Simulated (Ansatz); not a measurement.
The same path of ClF3HOTa + ClH (9 atoms, charge 0, multiplicity 1) was run twice with different band settings. Lost on the way: Cl8–H9. Made: Ta1–Cl8, O2–H9.

Level of theory: Ansatz 0.2.0, RKS PBE0/def2-SVP.

Relaxed end points:

```xyz
9
Properties=species:S:1:pos:R:3
Ta -0.169 -0.216 0.121
O 1.697 0.160 0.069
H 2.243 0.108 0.867
F 0.100 -0.540 1.964
F -0.118 -0.185 -1.753
Cl -1.538 1.585 0.399
F -0.959 -1.901 0.032
Cl 2.307 2.836 -1.610
H 2.301 1.639 -1.116
```

```xyz
9
Properties=species:S:1:pos:R:3
Ta -0.107 0.521 -0.106
O 2.051 -0.263 -0.287
H 2.436 -0.426 0.587
F 0.527 0.621 1.672
F -0.027 0.152 -1.943
Cl -2.246 1.264 0.127
F -0.390 -1.307 0.205
Cl 0.971 2.572 -0.542
H 2.647 0.351 -0.740
```

Common settings: spring 5.0 eV/Å²; optimiser quadratic models (default); start path through a guess of the saddle point; force threshold 0.03 eV/Å; iteration limit 60; end points relaxed.

| run | movable images | climbing image |
| --- | --- | --- |
| 1 | 5 | yes |
| 2 | 2 | no |

What does each run give, and how far can it be trusted?

Run 1: converged after 21 iterations, highest image 0.145 eV above the first end. The profile has 2 maxima (images 1, 3) with wells between them (image 2): this band takes more than one step, which may be the mechanism or a detour left from its start path. A vibrational analysis at the climbing image gives one clearly imaginary mode, 405i cm⁻¹: a first-order saddle point.
Run 2: converged after 27 iterations, highest image 0.046 eV above the first end. No image climbed, so the highest image needn't sit at the top of the path. A band with more images between the same ends climbed to 0.14 eV, so this one has probably stepped over the top. So few images can step over the top or miss a turn of the path.
The orbitals stay closed-shell, which can raise the energy where a bond breaks towards radicals; this wasn't checked here.
